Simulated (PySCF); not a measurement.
Spectrum to structure. Theory: PySCF 2.14.0, density-fitted response routines, TDDFT CAM-B3LYP/def2-SVPD, vertical, gas phase, core orbitals frozen in the response. Geometries: GFN2-xTB, one conformer each.

```json
{"state": "S1", "λ (nm)": "367.3", "f": "0.0002"}
{"state": "S2", "λ (nm)": "297.9", "f": "0.0001"}
{"state": "S3", "λ (nm)": "279.2", "f": "1.010"}
{"state": "S4", "λ (nm)": "270.6", "f": "0.0001"}
{"state": "S5", "λ (nm)": "213.0", "f": "0.028"}
{"state": "S6", "λ (nm)": "202.8", "f": "0.0002"}
{"state": "S7", "λ (nm)": "187.7", "f": "0.059"}
{"state": "S8", "λ (nm)": "187.6", "f": "0.0010"}
```

Question: Which structure fits?
A. `O=C/C=C(/N=C/C#C)F`
B. `O=C1OC[C@H]1C(F)(F)F`
C. `CC#C/C=C\OC(C)=O`

Answer: A. Its S1, at 3.38 eV, is the lowest among the candidates; the nearest of the others has S1 at 5.32 eV. S1 is HOMO-1→LUMO (78%), HOMO-1→LUMO+1 (20%). Löwdin shares by element: HOMO carbon 51% or more, nitrogen 10% (atoms not listed hold the other 38%); LUMO carbon 44% or more, nitrogen 14% (atoms not listed hold the other 42%). At the same level the other candidates give, for their lowest levels:
- `CC#C/C=C\OC(C)=O`: 233 nm (f 0.519); 231 nm (f 0.001); 215 nm (f 0.001); 203 nm (f 0.001); 193 nm (f 0.001); T1 3.34 eV; HOMO -7.84, LUMO 0.12 eV
- `O=C1OC[C@H]1C(F)(F)F`: 208 nm (f 0.001); 154 nm (f 0.074); 147 nm (f 0.050); 141 nm (f 0.005); 140 nm (f 0.002); T1 5.44 eV; HOMO -10.41, LUMO 0.47 eV

Conformer computed: `[CH:1]#[C:2]/[CH:3]=[N:4]/[C:5]([F:6])=[CH:7]/[CH:8]=[O:9]`: C3–N4–C5–F6 0°, C5–C7–C8–O9 180°.
Triplets come from the Tamm–Dancoff approximation.
